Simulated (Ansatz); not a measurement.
## Nudged elastic band run: CH6NSi2, charge +1

Input file:

```yaml
crystal:
  periodic: [false, false, false]
  atoms:
    - { symbol: "N", position_ang: [0.792907, -1.089829, -1.472608] }
    - { symbol: Si, position_ang: [-0.303488, -0.965242, 0.090639] }
    - { symbol: C, position_ang: [-0.400797, 0.530047, 0.740212] }
    - { symbol: Si, position_ang: [-0.702004, 1.932158, 1.636549] }
    - { symbol: H, position_ang: [1.179954, -0.170323, -1.659911] }
    - { symbol: H, position_ang: [0.284468, -1.378684, -2.302428] }
    - { symbol: H, position_ang: [1.572333, -1.732586, -1.373303] }
    - { symbol: H, position_ang: [-0.769963, -2.335754, 0.262628] }
    - { symbol: H, position_ang: [0.153584, 2.363912, 2.745976] }
    - { symbol: H, position_ang: [-1.806983, 2.846302, 1.332255] }
total_charge: 1
basis:
  gaussian: { orbitals: def2-SVP }
hamiltonian:
  xc: hf
neb:
  order_check: false
  images: 5
  f_tol: 0.03
  max_iterations: 60
  initial_path: idpp
  final_atoms:
    - { symbol: "N", position_ang: [0.79341683, -1.09041866, -1.47246807] }
    - { symbol: Si, position_ang: [-0.30507523, -0.96376142, 0.08923794] }
    - { symbol: C, position_ang: [-0.40117753, 0.5310723, 0.73985225] }
    - { symbol: Si, position_ang: [-0.70189946, 1.93256052, 1.63711179] }
    - { symbol: H, position_ang: [1.18088084, -0.17108819, -1.66121378] }
    - { symbol: H, position_ang: [0.28610371, -1.38093253, -2.30286284] }
    - { symbol: H, position_ang: [1.57307031, -1.73321946, -1.37146563] }
    - { symbol: H, position_ang: [-0.77193974, -2.33422129, 0.26048652] }
    - { symbol: H, position_ang: [-1.80441941, 2.84921586, 1.33136859] }
    - { symbol: H, position_ang: [0.15105066, 2.36079387, 2.74996223] }
```

Launched with:

```bash
$ ansatz run input.yaml --threads 1 --pin off --max-ram 2048MiB --backend cpu --events-out ev --progress --plain --runs-dir out
```

Output, in part (warnings, iteration lines, the closing report on the highest movable image, with atoms numbered from 0; the dipole of an ion depends on the origin):

```
NEB end point (image 0): max|allowed force component| = 4.356e-3 eV/Å (the criterion of neb.relax_end_points is 1.000e-2)
NEB end point (image 6): max|allowed force component| = 1.726e-2 eV/Å (the criterion of neb.relax_end_points is 1.000e-2)
NEB iter   1: max|band force component| = 1.352e0 eV/Å  barrier→ = 0.7136 eV  barrier← = 0.7136 eV  Δτ_max = 0.1729 Å  (266 SCF iters)
NEB iter   2: max|band force component| = 3.772e-1 eV/Å  barrier→ = 0.5646 eV  barrier← = 0.5646 eV  CI = image 3  Δτ_max = 0.0617 Å  (180 SCF iters)
NEB iter   3: max|band force component| = 2.813e-1 eV/Å  barrier→ = 0.5510 eV  barrier← = 0.5510 eV  CI = image 3  Δτ_max = 0.0559 Å  (190 SCF iters)
NEB iter   4: max|band force component| = 2.658e-1 eV/Å  barrier→ = 0.5488 eV  barrier← = 0.5487 eV  CI = image 3  Δτ_max = 0.0217 Å  (177 SCF iters)
NEB iter   5: max|band force component| = 7.643e-2 eV/Å  barrier→ = 0.5465 eV  barrier← = 0.5465 eV  CI = image 3  Δτ_max = 0.0124 Å  (184 SCF iters)
NEB iter   6: max|band force component| = 5.276e-2 eV/Å  barrier→ = 0.5451 eV  barrier← = 0.5451 eV  CI = image 3  Δτ_max = 0.0208 Å  (174 SCF iters)
NEB iter   7: max|band force component| = 4.974e-2 eV/Å  barrier→ = 0.5433 eV  barrier← = 0.5433 eV  CI = image 3  Δτ_max = 0.0104 Å  (168 SCF iters)
NEB iter   8: max|band force component| = 4.434e-2 eV/Å  barrier→ = 0.5423 eV  barrier← = 0.5423 eV  CI = image 3  Δτ_max = 0.0104 Å  (147 SCF iters)
NEB iter   9: max|band force component| = 4.025e-2 eV/Å  barrier→ = 0.5415 eV  barrier← = 0.5415 eV  CI = image 3  Δτ_max = 0.0208 Å  (148 SCF iters)
NEB iter  10: max|band force component| = 4.512e-2 eV/Å  barrier→ = 0.5399 eV  barrier← = 0.5399 eV  CI = image 3  Δτ_max = 0.0414 Å  (166 SCF iters)
NEB iter  11: max|band force component| = 7.389e-2 eV/Å  barrier→ = 0.5374 eV  barrier← = 0.5374 eV  CI = image 3  Δτ_max = 0.0209 Å  (177 SCF iters)
NEB iter  12: max|band force component| = 1.498e-1 eV/Å  barrier→ = 0.5364 eV  barrier← = 0.5364 eV  CI = image 3  Δτ_max = 0.0104 Å  (180 SCF iters)
NEB iter  13: max|band force component| = 5.191e-2 eV/Å  barrier→ = 0.5360 eV  barrier← = 0.5360 eV  CI = image 3  Δτ_max = 0.0208 Å  (145 SCF iters)
NEB iter  14: max|band force component| = 3.310e-2 eV/Å  barrier→ = 0.5352 eV  barrier← = 0.5352 eV  CI = image 3  Δτ_max = 0.0220 Å  (171 SCF iters)
NEB iter  15: max|band force component| = 2.437e-2 eV/Å  barrier→ = 0.5345 eV  barrier← = 0.5345 eV  CI = image 3  Δτ_max = 0.0121 Å  (169 SCF iters)
NEB iter  16: max|band force component| = 1.849e-2 eV/Å  barrier→ = 0.5342 eV  barrier← = 0.5342 eV  CI = image 3  Δτ_max = 0.0094 Å  (31 SCF iters)
NEB iter  17: max|band force component| = 1.569e-2 eV/Å  barrier→ = 0.5340 eV  barrier← = 0.5340 eV  CI = image 3  Δτ_max = 0.0000 Å  (228 SCF iters)
Total energy: -18315.46456900 eV, -673.0809082429 hartree
Atom 0 at     1.098951    -1.393594    -1.036519 Å, force    -0.002619     0.000276     0.001647 eV/Å
Atom 1 at    -0.499251    -0.701502    -0.212973 Å, force    -0.003718    -0.005843    -0.003257 eV/Å
Atom 2 at    -0.289518     0.759207     0.474361 Å, force     0.014105     0.005782    -0.002179 eV/Å
Atom 3 at    -0.873725     2.106051     1.335357 Å, force    -0.002489     0.000155     0.003979 eV/Å
Atom 4 at     1.826509    -0.699278    -0.895276 Å, force     0.000373    -0.000078    -0.000056 eV/Å
Atom 5 at     1.013038    -1.552331    -2.035647 Å, force    -0.000593     0.000017     0.000070 eV/Å
Atom 6 at     1.424213    -2.267824    -0.635557 Å, force    -0.000106    -0.000122    -0.000132 eV/Å
Atom 7 at    -1.416740    -1.803088    -0.508909 Å, force    -0.001452     0.000581     0.001238 eV/Å
Atom 8 at    -0.037716     3.261515     1.682683 Å, force    -0.002405     0.001304     0.000425 eV/Å
Atom 9 at    -2.245751     2.290845     1.832489 Å, force    -0.001095    -0.002072    -0.001736 eV/Å
Dipole moment:     0.486160    -0.872644    -0.590181 e Å
```

It converged. The band force fell under the threshold earlier too, but the program's further tests of the path sent the band on. A vibrational analysis at the climbing image gives one clearly imaginary mode, 395i cm⁻¹: a first-order saddle point.

Final band:

```csv
image,path coordinate (Å),energy (kcal/mol)
0,0.00,0.0
1,0.81,2.2
2,1.61,8.3
3,2.42,12.3
4,3.25,8.2
5,4.06,2.1
6,4.88,0.0
```

The run took 6 min on 1 thread of Intel(R) Xeon(R) Processor @ 2.50GHz (Skylake/Cascade Lake), with other jobs on the host, peak memory 0.18 GiB.
